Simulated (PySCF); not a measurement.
**Fractional electron number in Co⁻ (cobalt, charge -1)**

The 3d beta orbital of [Ar] 3d8 4s2 is emptied in steps (occupation f), with all orbitals relaxed, ending at [Ar] 3d7 4s2. Computed with PySCF 2.14 in aug-cc-pVTZ-DK (8s7p5d3f2g, 93 functions), with scalar relativity by spin-free X2C-1e. The exact energy is a straight line in f; departures are measured from the line between the end points of the same method.

| f | PBE (eV) |
| --- | --- |
| 1 | 0.000 |
| 0.75 | -0.782 |
| 0.5 | -1.100 |
| 0.25 | -0.863 |
| 0 | 0.000 |

```csv
method,E(f=0) − E(f=1) (eV),−ε at f=1 (eV),−ε at f=0.5 (eV)
PBE,1.663,-2.257,1.447
```

Orbital energy along the path (eV):

```
   f     PBE
   1   2.257
0.75   0.605
 0.5  -1.447
0.25  -3.821
   0  -6.444
```

At f = 1 the orbital energy is positive for PBE: only the finite basis holds the electron.

Reference removal energy between the ground levels: 0.662 eV (measured; photodetachment measurements, as compiled on the Wikipedia data page of electron affinities). The calculation has no spin-orbit coupling. The determinant left behind need not be the lowest term of the ion.
